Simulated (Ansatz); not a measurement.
B₃H₅N₃, SMILES [B]1NBNBN1, multiplicity 2.

Geometry optimised at PBE0-D3(BJ)/def2-SVP. The isomer is the one that the SMILES or the coordinates give; other isomers of the formula were not compared.

Two levels are set side by side: PBE/def2-SVPD (Ansatz, a first-principles code) and CAM-B3LYP/def2-SVPD (Ansatz). Energy differences of separate SCF runs at the same geometry; the states with an electron removed or added have multiplicity 1 and 1. Differences are taken from unrounded values.

| quantity | CAM-B3LYP | PBE | PBE minus CAM-B3LYP |
|---|---|---|---|
| vertical ionisation energy (eV) | 8.00 | 7.77 | -0.23 |
